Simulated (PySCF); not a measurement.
These are PBE-D3(BJ)/def2-TZVP // PBE0-D3(BJ)/def2-TZVP run with PySCF values and carry that method's errors. Gas-phase values, no solvent. Delta-SCF ions had no search for a lower state. Excitations are Tamm–Dancoff values on a coarser integration grid. The basis has no diffuse functions, so Rydberg states are missing or too high.

Reference species (SMILES): `[F][SnH2][F]` (neutral, multiplicity 1).

```yaml
T1 excitation (TDA): 5.83 eV
dipole_moment: 3.21 D
vertical ionisation energy (Delta-SCF): 11.64 eV
HOMO: -8.30 eV
```

Changed species: `[F][SnH]([F])[F]` (1 of 4 F replaced by H; the reference has 2 of 4 F replaced by H).

Problem. Give the shifts of the T1 excitation (TDA), dipole moment, vertical ionisation energy (Delta-SCF) and HOMO.

Solution. the T1 excitation (TDA) falls by 0.14 eV, to 5.69 eV; the dipole moment decreases by 0.09 D, to 3.12 D; the vertical ionisation energy (Delta-SCF) goes up by 1.02 eV, to 12.66 eV; the HOMO decreases by 0.99 eV, to -9.29 eV.
